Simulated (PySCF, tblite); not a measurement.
Isomers of C5H11OSi (doublet state). All values are computed: GFN2-xTB (tblite) harmonic vibrations without scaling, gas phase. Errors from tens to a few hundred cm⁻¹ against measured bands are possible. Modes of hydrogen on silicon can be 10 to 20 % off. One conformer each. Open shells enter through the occupations alone, without spin polarisation, and single modes of such species can be off by tens of per cent.

Electronic energies: B3LYP/pcH-1 single points on the GFN2-xTB geometries (PySCF, gas phase).

```tsv
SMILES	electronic energy, lowest = 0 (kcal/mol)
OC[C@@H]1C[CH]C[SiH2]1	16.1
C=C(CC)CO[SiH2]	6.5
C[Si@H]1[CH]COCC1	5.0
C=CO[SiH2][CH]CC	0.0
```

**Question.** How do GFN2-xTB zero-point energies change the relative energies?

**Answer.** 
| SMILES | ZPE (kcal/mol) | of it from modes above 1550 cm⁻¹ | electronic (kcal/mol) | with ZPE, lowest = 0 (kcal/mol) | lowest mode (cm⁻¹) | rings |
| --- | --- | --- | --- | --- | --- | --- |
| C=CO[SiH2][CH]CC | 88.9 | 47.7 | 0.0 | 0.0 | 29 | 0 |
| C[Si@H]1[CH]COCC1 | 91.2 | 45.3 | 5.0 | 7.3 | 52 | 1 |
| C=C(CC)CO[SiH2] | 90.5 | 47.7 | 6.5 | 8.1 | 13 | 0 |
| OC[C@@H]1C[CH]C[SiH2]1 | 90.2 | 45.3 | 16.1 | 17.4 | 56 | 1 |

The zero-point energies span 2.3 kcal/mol, from `C=CO[SiH2][CH]CC` to `C[Si@H]1[CH]COCC1`. The order is unchanged.

**Question.** And how do the electronic energies of GFN2-xTB itself compare?

**Answer.** `C=CO[SiH2][CH]CC` 8.8; `C[Si@H]1[CH]COCC1` 30.7; `C=C(CC)CO[SiH2]` 0.0; `OC[C@@H]1C[CH]C[SiH2]1` 31.4 kcal/mol, lowest = 0. Against the energies above, taken from the same isomer `C=CO[SiH2][CH]CC`, the largest difference is 16.9 kcal/mol.

**Question.** What do entropy and thermal enthalpy add at 298.15 K and 1 bar (rigid rotor, harmonic oscillator, one conformer each)?

**Answer.** 
```json
{"SMILES": "C=CO[SiH2][CH]CC", "point group": "C1", "symmetry number": "1", "S (cal/(mol K))": "103.1", "H − H(0) (kcal/mol)": "7.09", "ZPE + H − H(0) − TS (kcal/mol)": "65.2"}
{"SMILES": "C[Si@H]1[CH]COCC1", "point group": "C1", "symmetry number": "1", "S (cal/(mol K))": "93.0", "H − H(0) (kcal/mol)": "6.20", "ZPE + H − H(0) − TS (kcal/mol)": "69.7"}
{"SMILES": "OC[C@@H]1C[CH]C[SiH2]1", "point group": "C1", "symmetry number": "1", "S (cal/(mol K))": "92.3", "H − H(0) (kcal/mol)": "6.17", "ZPE + H − H(0) − TS (kcal/mol)": "68.8"}
```

S holds R ln(2S + 1) for the spin.

Not tabulated: `C=C(CC)CO[SiH2]` (lowest mode only 13 cm⁻¹).
